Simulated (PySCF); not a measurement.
Isomers of CH8O3Si3, mass 151.978 u with the commonest isotopes. Method: CAM-B3LYP/def2-SVPD in PySCF (dipole) on a GFN2-xTB geometry, gas phase. One conformer each, none proved a minimum here; rigid rotors.

**Question.** Order these by rotational constant A, smallest first.
A. `[CH3:1][O:2][SiH:3]1[O:4][SiH2:5][SiH2:6][O:7]1` with C1–O2–Si3–O4 180°
B. `[SiH3:1][O:2][Si@@H:3]1[O:4][CH2:5][SiH2:6][O:7]1` with Si1–O2–Si3–O4 59°
C. `C[SiH]1O[SiH2]O[SiH2]O1`

**Answer.** C (2219 MHz), A (2828 MHz), B (3023 MHz).

**Question.** Order these by dipole moment, largest first.
A. `[CH3:1][O:2][SiH:3]1[O:4][SiH2:5][SiH2:6][O:7]1` with C1–O2–Si3–O4 180°
B. `[SiH3:1][O:2][Si@@H:3]1[O:4][CH2:5][SiH2:6][O:7]1` with Si1–O2–Si3–O4 59°
C. `C[SiH]1O[SiH2]O[SiH2]O1`

**Answer.** B (1.71 D), A (1.05 D), C (0.66 D).

**Question.** Order these by radius of gyration √(Σ m r²/M), largest first.
A. `[CH3:1][O:2][SiH:3]1[O:4][SiH2:5][SiH2:6][O:7]1` with C1–O2–Si3–O4 180°
B. `[SiH3:1][O:2][Si@@H:3]1[O:4][CH2:5][SiH2:6][O:7]1` with Si1–O2–Si3–O4 59°
C. `C[SiH]1O[SiH2]O[SiH2]O1`

**Answer.** B (2.071 Å), A (2.005 Å), C (1.896 Å).

```csv
SMILES,point group,Ia (u·Å²),Ib (u·Å²),Ic (u·Å²),κ,μa (D),μb (D),μc (D)
CO[SiH]1O[SiH2][SiH2]O1,C1,178.70,461.89,580.74,-0.77,0.27,1.01,0.07
[SiH3]O[Si@@H]1OC[SiH2]O1,C1,167.19,550.93,585.54,-0.95,1.19,0.35,1.18
C[SiH]1O[SiH2]O[SiH2]O1,near Cs,227.71,348.52,516.76,-0.24,0.52,0.00,0.40
```
